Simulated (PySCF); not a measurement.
## Nonlinear optical response: `c1nc([N+]#[C-])sc1C`, C5H4N2S

Geometry:
```csv
atom,x (Å),y (Å),z (Å)
C1,4.689,-0.695,-0.857
N2,3.560,-0.624,-0.525
C3,2.252,-0.533,-0.167
N4,1.803,-0.728,1.033
C5,0.454,-0.561,1.066
C6,-0.159,-0.232,-0.118
C7,-1.604,0.009,-0.384
S8,1.045,-0.126,-1.355
H9,-0.082,-0.691,2.008
H10,-2.007,-0.700,-1.124
H11,-2.173,-0.113,0.548
H12,-1.786,1.027,-0.763
```

The calculation used quadratic response PBE0/def2-SVPD first hyperpolarisability, Taylor convention, gas phase in PySCF 2.14.0. Geometry: PBE0-D3(BJ)/def2-SVP.

Q: What is the first hyperpolarisability, and how does it disperse?

A: In au, Taylor convention; the vector part is βᵢ = ⅓ Σⱼ (βᵢⱼⱼ + βⱼᵢⱼ + βⱼⱼᵢ); β∥ is 3/5 of the vector part along the dipole, the dipole points from − to +:
| process | λ (nm) | β vector norm | β∥ | β HRS | depolarisation ratio |
| --- | --- | --- | --- | --- | --- |
| static β(0;0,0) | ∞ | 467.1 | 234.0 | 212.3 | 3.85 |
| second harmonic β(−2ω;ω,ω) | 1550 | 533.6 | 271.6 | 241.5 | 3.91 |
| Pockels β(−ω;ω,0) | 1550 | 487.6 | 245.5 | – | – |
| second harmonic β(−2ω;ω,ω) | 1064 | 631.5 | 327.4 | 284.2 | 4.00 |
| Pockels β(−ω;ω,0) | 1064 | 512.5 | 259.6 | – | – |
| second harmonic β(−2ω;ω,ω) | 694.3 | 1128.3 | 613.4 | 498.7 | 4.27 |
| Pockels β(−ω;ω,0) | 694.3 | 587.4 | 302.2 | – | – |

Q: Which lowest excitations, dipole and polarisabilities go with it?

A: S1 4.82 eV (f = 0.284); S2 5.15 eV (f = 0.000); S3 5.43 eV (f = 0.000); dipole 5.30 D; isotropic α 91.7 au static, 92.3 au at 1550 nm, 93.0 au at 1064 nm, 94.3 au at 775 nm, 94.9 au at 694.3 nm, 97.6 au at 532 nm, 111.0 au at 347.1 nm.
